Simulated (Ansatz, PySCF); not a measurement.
Barrier from R1 to the saddle point P1, each structure at its B3LYP-D3(BJ)/def2-TZVP stationary point, reached from a drawn start; harmonic modes at that level show the others as minima.
R1, PH3 (SMILES P) (charge 0, multiplicity 1):
```xyz
4

P      0.00002     0.00000     0.57702
H      1.19210     0.00000    -0.19230
H     -0.59601     1.03236    -0.19231
H     -0.59601    -1.03236    -0.19231
```
P1, H3P, a first-order saddle point (one imaginary mode, 1100i cm⁻¹) (charge 0, multiplicity 1):
```
atom    x (Å)    y (Å)   z (Å)
----  -------  -------  ------
P      0.0000   0.0000  0.0000
H      1.3800   0.0000  0.0000
H     -0.6900   1.1951  0.0000
H     -0.6900  -1.1951  0.0000
```

P less R. No zero-point or thermal terms. No path was followed down from the saddle.

Frozen-core correlation throughout.

Run with Ansatz (Gaussian basis) for Hartree–Fock, density functionals and correlated methods; PySCF for the D3/D4 terms. Each number belongs to the level named beside it.

PBE/def2-TZVPP gives 1.431 eV for the barrier height.

Task: Where do these levels fall relative to PBE: PBE-D3(BJ)/def2-TZVPP, r2SCAN/def2-TZVPP, B3LYP/def2-TZVPP, wB97M-V/def2-TZVPP, B2PLYP/def2-TZVPP, MP2/cc-pV(Q+d)Z, CCSD(T)/cc-pV(Q+d)Z.

Result: PBE-D3(BJ)/def2-TZVPP 0.001; r2SCAN/def2-TZVPP -0.012; B3LYP/def2-TZVPP 0.039; wB97M-V/def2-TZVPP 0.038; B2PLYP/def2-TZVPP 0.040; MP2/cc-pV(Q+d)Z -0.008; CCSD(T)/cc-pV(Q+d)Z 0.021 eV. 5 of 7 lie above PBE; the widest gap is to B2PLYP/def2-TZVPP.

Ansatz is a quantum-chemistry and plane-wave program.
